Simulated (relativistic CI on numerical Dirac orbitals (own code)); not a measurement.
Ir+: calculation against measurement

Calculated at this level of theory: Dirac-Coulomb-Breit CI, KLI orbitals optimised for each configuration, a model potential for QED, valence Slater integrals scaled by 0.85, P86 correlation energy added to each configuration (own radial code, finite nucleus).

Configurations in the expansion (outside the closed core [Xe] 4f14): 5d7.6s, 5d8, 5d6.6s2, 5d7.6p, 5d7.6d, 5d6.6s.6p, 5d5.6s2.6p, 5d7.7s, 5d7.7p, 5d7.8s, 5d7.5f, 5d7.7d, 5d7.8p, 5d6.6s.7p, 5d6.6s.7s, 5d7.9s, 5d7.6f, 5d7.5g, 5d7.8d, 5d7.9p, 5d6.6s.8s, 5d7.9d, 5d6.6s.5f, 5d6.6s.6d, 5d6.6s.7d, 5d6.6s.8p, 5d6.6s.9s, 5d6.6s.6f, 5d6.6s.8d, 5d6.6s.9p, 5d6.6p2, 5d5.6p3, 5d5.6s2.6d, 5d4.6s2.6p.6d. Double excitations out of closed p, d and f shells are left out; levels of such configurations are missing from the list, as are those of other unlisted configurations, and high levels can miss mixing partners.

```csv
Configuration,Term (tabulated),J,Measured (cm⁻¹),Computed,Error,Purity (%)
5d7.6s,5F,5,0.0,0,0,90
5d8,3F,4,2262.8,815,-1447,91
5d7.6s,5F,4,4787.9,4495,-293,85
5d7.6s,5F,3,8187.0,8005,-182,67
5d8,3F,3,9927.8,7111,-2817,69
5d7.6s,5F,2,11307.3,10183,-1124,59
5d7.6s,5F,1,11957.7,11084,-873,62
5d7.6s,5P,3,12714.6,13503,788,81
5d6.6s2,5D,4,17210.1,21528,4318,73
5d7.6s,3G,5,17477.9,17313,-165,68
5d7.6s,3F,3,17499.3,17617,117,59
5d7.6s,5P,1,18676.5,18908,232,75
```

Measured levels from NIST Handbook of Basic Atomic Spectroscopic Data (Sansonetti and Martin, J. Phys. Chem. Ref. Data 34, 1559 (2005)); pairs were made by configuration, J and term (by order where the table uses no LS term), so strongly mixed levels may be paired wrongly.

Mean error by configuration (cm⁻¹): 5d8 -2132; 5d7.6s -188; 5d6.6s2 4318. Over the excited levels the mean absolute error is 1123 cm⁻¹ (11 of the 17 excited levels that our extract of the source holds in range could be paired, and the others can miss by more), and the median relative error of those above 1,000 cm⁻¹ is 6.2 %. Some levels of the ground configuration have no partner.
